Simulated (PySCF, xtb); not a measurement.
pyrazine-2-carbonitrile (C5H3N3), SMILES N#Cc1cnccn1.

xtb with GFN2-xTB at its own geometry gives an orbital gap of 1.91 eV and a dipole moment of 3.68 D.

Geometry optimised at PBE0-D3(BJ)/def2-SVP.

What does PySCF with B3LYP/def2-TZVP give? (The exact figures need the calculation; the answer reports its results.)

gap 5.12 eV (levels -7.86 and -2.74 eV), dipole 4.19 D.
